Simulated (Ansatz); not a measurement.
Basis-set series for `N=C(F)[SiH2][GeH3]`. Total charge 0; spin multiplicity 1. The structure was optimised at the PBE0-D4/def2-TZVP level. It is one conformer, not always the lowest.

| functional | basis | functions | energy (Eh) | HOMO (eV) | LUMO (eV) |
| --- | --- | --- | --- | --- | --- |
| PBE0-D4 | def2-SVP | 122 | -2561.69660 | -7.95 | -0.76 |
| PBE0-D4 | def2-TZVPP | 267 | -2562.29278 | -8.09 | -0.96 |
| ωB97M-V | def2-SVP | 122 | -2562.06587 | -10.15 | 1.40 |
| ωB97M-V | def2-TZVPP | 267 | -2562.66938 | -10.29 | 1.11 |

Problem. Give the rows for def2-QZVPP. (Estimate.)

Solution. Ansatz gave: 
```csv
functional,basis,functions,energy (Eh),HOMO (eV),LUMO (eV)
PBE0-D4,def2-QZVPP,510,-2562.35791,-8.12,-1.01
ωB97M-V,def2-QZVPP,510,-2562.73238,-10.32,0.94
```

Positive LUMOs are unbound and depend on the basis. Scalar relativity is left out up to krypton.
